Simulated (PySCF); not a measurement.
# Steps of a relaxation of [Ho(H2O)2]3+

[Ho(H2O)2]3+ (singlet in the valence; each metal's 4f electrons, 10 of them, lie in its core potential, out of spins and levels; a saddle point, relaxed within its symmetry). PySCF 2.14.0, RKS PBE0, Ho lcecp-1-SVP with ECP56, O def2-SVP, H def2-SVP; non-relativistic Hamiltonian with scalar-relativistic core potentials where named; density fitting; no spin-orbit coupling. Origin of the start: template. Columns: position (Å) and force (eV/Å). Energies are counted from the last step; some of the 6 steps are shown. Forces carry noise of the integration grid, about 0.01 to 0.03 eV/Å.

Run from Python with OMP_NUM_THREADS=2. Where DIIS fails, smearing, a level shift and second-order steps follow.
It took 12 s on 2 threads of Arm Neoverse V2 (shared host), from the converged density of the start.

```xyz
7
step 0  E = 0.406 eV
Ho    0.0000    0.0000    0.0000     0.00    0.00    0.00
O     0.0000    0.0000    2.4350     0.00    0.00   -2.70
H     0.5445    0.5445    3.0250     0.46    0.46    0.58
H    -0.5445   -0.5445    3.0250    -0.46   -0.46    0.58
O     0.0000    0.0000   -2.4350     0.00    0.00    2.70
H     0.5445   -0.5445   -3.0250     0.46   -0.46   -0.58
H    -0.5445    0.5445   -3.0250    -0.46    0.46   -0.58
```

```xyz
7
step 2  E = 0.025 eV
Ho    0.0000    0.0000    0.0000     0.00    0.00    0.00
O     0.0000    0.0000    2.2555     0.00    0.00    0.54
H     0.5444    0.5444    2.9022    -0.18   -0.18   -0.44
H    -0.5444   -0.5444    2.9022     0.18    0.18   -0.44
O     0.0000    0.0000   -2.2555     0.00    0.00   -0.54
H     0.5444   -0.5444   -2.9022    -0.18    0.18    0.44
H    -0.5444    0.5444   -2.9022     0.18   -0.18    0.44
```

```xyz
7
step 3  E = 0.005 eV
Ho    0.0000    0.0000    0.0000     0.00    0.00    0.00
O     0.0000    0.0000    2.2321     0.00    0.00    0.41
H     0.5448    0.5448    2.8695    -0.09   -0.09   -0.22
H    -0.5448   -0.5448    2.8695     0.09    0.09   -0.22
O     0.0000    0.0000   -2.2321     0.00    0.00   -0.41
H     0.5448   -0.5448   -2.8695    -0.09    0.09    0.22
H    -0.5448    0.5448   -2.8695     0.09   -0.09    0.22
```

Where does the relaxation end?

It converges at step 5 in D2d:
```xyz
7
step 5  E = 0
Ho    0.0000    0.0000    0.0000
O     0.0000    0.0000    2.2320
H     0.5461    0.5461    2.8575
H    -0.5461   -0.5461    2.8575
O     0.0000    0.0000   -2.2320
H     0.5461   -0.5461   -2.8575
H    -0.5461    0.5461   -2.8575
```

How did the contacts change?


```csv
contact,start (Å),end (Å)
Ho1–O2 (H2O),2.435,2.232
Ho1–O5 (H2O),2.435,2.232
```


An lcecp potential fixes the number of 4f electrons, so in runs with it no electron can move into or out of that shell.
